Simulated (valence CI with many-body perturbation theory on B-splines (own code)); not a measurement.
# E1 transitions of Sb XX

Level of theory: relativistic CI+MBPT: four valence electrons over a frozen Dirac-Fock core [Ar] 3d10, a basis of 11 s, 11 p, 10 d, 8 f, 5 g, 2 h functions for each j, with the one-electron correlation potential Σ1, the two-electron term Σ2, the three-electron term Σ3, Breit, model QED; selected CI, second order for the rest, scaled by the run's own slope (own B-spline code, finite nucleus).

No measured spectrum was set against this ion. As an estimate, levels hold to about 250 cm⁻¹ or 0.2 % of their energy and the worst to 1 %, as in measured heavy ions of charge 2 to 7; those with d or f electrons hold less well. Among the levels kept, up to 540 cm⁻¹ of a level comes from second order outside the variational space, and about a tenth of that is noise between levels of different J, which matters for small intervals.

Lines 1 to 50 of 565 in falling wavelength, among levels below 1834200 cm⁻¹, chosen from the strongest by gf and those to the six lowest levels. Wavelengths and rates use the calculated energies, so an error of 1000 cm⁻¹ moves a line at 43.74 nm by 0.44 % and its rate by three times that or more. Electric multipoles are in the length gauge, E1 and E2 with the static RPA response of the core. Weak lines are less certain than strong ones. Lines between different terms over intervals too small for the method are left out, as are lines whose strength nearly cancels. Where a level lies close to another of its J and parity, the split of strength between their lines is uncertain. The highest levels of a list are the least certain.

Names give the largest LS component (configuration and term), which can be under half, so a name can repeat, a term be missing and a line seem to break the LS rules; names also repeat where a configuration has a term twice. Letters in brackets count levels of one name in rising energy.

```csv
λ vac (nm),Upper,Lower,A (s⁻¹),S (a.u.)
43.74,4s4p³ ⁵S°_2,4s²4p² ³P_2,2.70e+07,5.58e-03
39.61,4s4p³ ³D°_1,4s²4p² ¹S_0,3.82e+07,3.51e-03
33.82,4s4p³ ³D°_1,4s²4p² ³P_2,2.87e+08,1.64e-02
31.82,4p⁴ ¹D_2,4s4p³ ¹P°_1,2.62e+09,2.09e-01
31.46,4s4p³ ³D°_2,4s²4p² ³P_2,1.62e+08,1.25e-02
31.30,4p³4d ³G°_5,4s4p²4d ³F_4 [c],4.40e+09,7.32e-01
31.26,4s4p³ ⁵S°_2,4s²4p² ¹D_2,7.08e+08,5.33e-02
29.98,4p³4d ¹G°_4,4s4p²4d ³D_3 [d],2.08e+09,2.49e-01
29.64,4s4p³ ⁵S°_2,4s²4p² ³P_1,1.12e+09,7.20e-02
29.45,4p³4d ³G°_3,4s4p²4d ³F_3 [b],2.49e+09,2.20e-01
29.04,4s4p³ ³D°_3,4s²4p² ³P_2,2.49e+09,2.11e-01
28.65,4p³4d ⁵D°_4,4s4p²4d ³D_3 [a],2.22e+09,2.32e-01
28.58,4s4p³ ³P°_1,4s²4p² ¹S_0,7.54e+08,2.61e-02
28.13,4p³4d ³F°_2 [a],4s4p²4d ³F_2 [b],6.48e+09,3.56e-01
27.94,4p³4d ¹D°_2 [b],4s4p²4d ¹F_3,3.40e+09,1.83e-01
27.86,4p³4d ³G°_4,4s4p²4d ³D_3 [c],1.90e+09,1.82e-01
27.74,4p³4d ³F°_2 [b],4s4p²4d ³D_2 [a],3.73e+09,1.97e-01
27.65,4p⁴ ³P_2,4s4p³ ¹D°_2,3.77e+09,1.96e-01
27.09,4p³4d ³D°_2,4s4p²4d ³D_3 [e],4.26e+09,2.09e-01
25.84,4s4p³ ³D°_1,4s²4p² ¹D_2,2.16e+09,5.51e-02
25.71,4p⁴ ¹D_2,4s4p³ ³P°_2,9.56e+09,4.01e-01
25.65,4p³4d ³D°_3 [a],4s4p²4d ¹G_4,3.78e+09,2.21e-01
25.44,4s4p³ ³P°_1,4s²4p² ³P_2,1.39e+08,3.39e-03
25.34,4p³4d ³F°_4 [a],4s4p²4d ³G_5,6.99e+09,5.05e-01
25.03,4s4p³ ¹D°_2,4s²4p² ³P_2,1.45e+09,5.59e-02
25.02,4s4p³ ³S°_1,4s²4p² ¹S_0,2.11e+09,4.90e-02
24.89,4p³4d ³D°_3 [b],4s4p²4d ³F_4 [b],3.53e+09,1.88e-01
24.80,4p³4d ³G°_3,4s4p²4d ³F_4 [a],5.82e+09,3.06e-01
24.73,4s4p³ ³D°_1,4s²4p² ³P_1,8.13e+07,1.82e-03
24.66,4p³4d ¹P°_1,4s4p²4d ³D_2 [c],8.53e+09,1.89e-01
24.66,4p⁴ ³P_1,4s4p³ ³S°_1,7.65e+09,1.70e-01
24.57,4p³4d ³G°_5,4s4p²4d ³G_5,9.81e+09,7.91e-01
24.57,4p³4d ¹G°_4,4s4p²4d ¹G_4,1.22e+10,8.04e-01
24.55,4p³4d ³F°_4 [a],4s4p²4d ³D_3 [b],3.81e+09,2.51e-01
24.50,4p³4d ³F°_4 [b],4s4p²4d ³D_3 [f],2.85e+09,1.86e-01
24.44,4s4p³ ³D°_2,4s²4p² ¹D_2,2.62e+08,9.42e-03
24.35,4p³4d ⁵D°_2,4s4p²4d ⁵P_2,5.17e+09,1.84e-01
24.32,4s4p²4d ³D_3 [c],4s²4p4d ³P°_2 [b],3.27e+09,1.63e-01
24.09,4p³4d ⁵D°_2,4s4p²4d ⁵P_3,9.14e+09,3.15e-01
24.03,4p³4d ³F°_4 [a],4s4p²4d ³D_3 [a],4.17e+09,2.57e-01
23.99,4p⁴ ³P_2,4s4p³ ³D°_3,1.56e+10,5.30e-01
23.80,4p³4d ¹F°_3 [b],4s4p²4d ¹F_3,9.47e+09,4.41e-01
23.71,4p³4d ³P°_2 [b],4s4p²4d ³D_3 [f],5.48e+09,1.80e-01
23.63,4p³4d ¹F°_3 [a],4s4p²4d ³F_4 [b],4.30e+09,1.96e-01
23.45,4s4p²4d ³F_4 [c],4s²4p4d ¹F°_3,3.31e+09,1.90e-01
23.44,4s4p³ ³D°_2,4s²4p² ³P_1,7.22e+09,2.30e-01
23.43,4p³4d ³D°_3 [c],4s4p²4d ¹D_2 [b],4.13e+09,1.83e-01
23.30,4p⁴ ¹S_0,4s4p³ ¹P°_1,3.04e+10,1.90e-01
23.29,4p³4d ³F°_4 [b],4s4p²4d ³F_4 [c],1.09e+10,6.12e-01
23.09,4s4p²4d ¹G_4,4s²4p4d ³F°_4,5.20e+09,2.84e-01
```
